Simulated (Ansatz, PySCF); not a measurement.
Reaction 4 R1 + R2 → 2 P1 + 2 P2 + P3, each structure at its B3LYP-D3(BJ)/def2-TZVP stationary point, reached from a drawn start (curvature not checked).
P1: CH4 (SMILES C), charge 0, multiplicity 1.
R1, H2 (SMILES [H][H]) (charge 0, multiplicity 1):
```
atom   x (Å)   y (Å)    z (Å)
----  ------  ------  -------
H     0.0000  0.0000   0.3720
H     0.0000  0.0000  -0.3720
```
P2: HCl (SMILES Cl), charge 0, multiplicity 1.
P3, SiH4 (SMILES [SiH4]) (charge 0, multiplicity 1):
| atom | x (Å) | y (Å) | z (Å) |
|---|---|---|---|
| Si | 0.0000 | 0.0000 | 0.0000 |
| H | 0.8547 | 0.8547 | 0.8547 |
| H | -0.8547 | -0.8547 | 0.8547 |
| H | -0.8547 | 0.8547 | -0.8547 |
| H | 0.8547 | -0.8547 | -0.8547 |
R2, C2H6Cl2Si (SMILES C[Si](C)(Cl)Cl) (charge 0, multiplicity 1):
```xyz
11

Si     0.03511     0.61802     0.08349
C      1.44317    -0.53047     0.45616
C     -1.48617    -0.22702    -0.55849
Cl     0.66440     2.00382    -1.31883
Cl    -0.45715     1.64461     1.81170
H      1.14587    -1.25815     1.21387
H      2.30537     0.02318     0.82854
H      1.74069    -1.06770    -0.44654
H     -2.27575     0.49773    -0.75822
H     -1.85514    -0.94730     0.17436
H     -1.26029    -0.75680    -1.48603
```

P less R. No zero-point or thermal terms.

Cores are frozen in the correlated methods.

Run with Ansatz (a program for electronic structure); PySCF for the D3/D4 terms. Each number belongs to the level named beside it.

Problem. One of these levels gives 20.81 kcal/mol for the reaction energy. Name it.
A) BLYP-D4/def2-TZVPP
B) CAM-B3LYP/def2-TZVPP
C) PBE/def2-TZVPP
D) CCSD/cc-pV(T+d)Z

Solution. B, CAM-B3LYP/def2-TZVPP. The others give 26.33 (PBE/def2-TZVPP), 30.31 (BLYP-D4/def2-TZVPP), 22.63 (CCSD/cc-pV(T+d)Z)
